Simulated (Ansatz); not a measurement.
A nudged elastic band was laid between two geometries of H2 + H4O3SSn (11 atoms, charge 0, multiplicity 1).

Theory: RKS BLYP-D4/def2-SVP (Ansatz).

| Quantity | Value |
| --- | --- |
| movable images | 5 |
| climbing image | yes |
| spring | 5.0 eV/Å² |
| optimiser | quadratic models (default) |
| start path | through a guess of the saddle point |
| force threshold | 0.05 eV/Å |
| iteration limit | 60 |
| end points | relaxed |

First end point:

```xyz
11
Properties=species:S:1:pos:R:3
Sn -0.562 0.208 0.134
S 0.851 1.565 1.597
O 0.279 -1.367 -0.800
O -1.939 -0.523 1.407
O -1.317 1.234 -1.429
H 3.416 -0.838 -0.907
H 2.673 -1.009 -0.806
H 0.144 1.106 2.674
H 0.332 -1.167 -1.759
H -2.315 -1.349 1.034
H -1.562 2.139 -1.145
```

Last end point:

```xyz
11
Properties=species:S:1:pos:R:3
Sn -0.046 -0.587 -0.298
S 1.498 1.095 1.986
O -1.373 -1.278 -1.670
O -1.056 -1.067 1.374
O -0.128 1.416 -0.665
H 2.592 1.399 1.230
H 1.528 -1.255 -0.539
H 0.691 1.857 1.179
H -0.907 -1.652 -2.446
H -1.878 -1.507 1.067
H -0.922 1.578 -1.218
```

(1) Which bonds break or form, and what moves?

(2) Give the energies along the band, and the barrier.

(3) What is the geometry of the highest image?

The band took 20 iterations and about 3 core-minutes.

Results:

(1) Bonds broken: H6–H7. Bonds formed: Sn1–H7, S2–H6. H2 + H4O3SSn becomes H2S + H4O3Sn.

(2) The forces met the threshold. The highest image is number 4 of 0 to 6, 1.65 eV above the first end and 1.35 eV above the last; the last end lies 0.30 eV above the first. Neighbouring images differ by up to 1.5 eV, so the band resolves the path poorly. A vibrational analysis at the climbing image gives one clearly imaginary mode, 1258i cm⁻¹: a first-order saddle point. The orbitals stay closed-shell, which can raise the energy where a bond breaks towards radicals; this wasn't checked here.

```tsv
image	path coordinate (Å)	energy (eV)	H6–H7 (Å)	Sn1–H7 (Å)	S2–H6 (Å)
0	0.00	0.00	0.77	3.58	4.32
1	1.40	0.05	0.77	3.24	3.46
2	2.80	0.08	0.77	3.39	3.50
3	4.20	0.17	0.77	3.01	2.65
4	5.60	1.65	1.09	2.02	1.65
5	7.35	0.51	2.30	1.73	1.36
6	9.10	0.30	3.36	1.73	1.36
```

(3) 
```xyz
11
Properties=species:S:1:pos:R:3
Sn -0.218 -0.194 -0.141
S 1.486 0.514 1.905
O -0.465 -1.901 -1.205
O -1.853 -0.465 1.015
O -0.509 1.625 -0.961
H 1.971 0.169 0.364
H 1.737 -0.126 -0.654
H 1.255 1.803 1.515
H 0.271 -1.986 -1.847
H -2.247 -1.323 0.747
H -1.430 1.885 -0.739
```

Run time: 100 s on 2 threads of AMD EPYC 9R45 96-Core Processor (Zen 5), with other jobs on the host, peak memory 0.19 GiB.
